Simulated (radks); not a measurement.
The mean radii <r> (bohr) of the occupied orbitals of an atom or ion are listed with their occupations. Calculated with a radial shooting solver on a logarithmic mesh with Libxc functionals: scalar-relativistic Kohn-Sham, Slater X-alpha with alpha = 1.028, spin-polarised, spherical densities, point nucleus.

| orbital | occ. | <r> |
|---|---|---|
| 1s up | 1 | 0.06067 |
| 1s down | 1 | 0.06067 |
| 2s up | 1 | 0.2772 |
| 2s down | 1 | 0.2763 |
| 2p up | 3 | 0.2442 |
| 2p down | 3 | 0.2431 |
| 3s up | 1 | 0.8368 |
| 3s down | 1 | 0.8430 |
| 3p up | 3 | 0.8797 |
| 3p down | 3 | 0.8915 |
| 3d up | 5 | 1.069 |
| 4s up | 1 | 2.715 |
| 4s down | 1 | 3.181 |

Name the element and its charge. Open shells, if any, are filled with parallel spins first.

Answer. Z = 25, manganese, charge 0: Mn in [Ar] 3d5 4s2. The 1s radius gives Z: for a bare nucleus <r> = (2 gamma + 1)/(2Z) with gamma = sqrt(1 - (Z/c)^2), 0.05933 bohr for Z = 25, and screening makes it slightly larger (0.06067 here). The occupations add up to 25, and the charge is Z minus that.
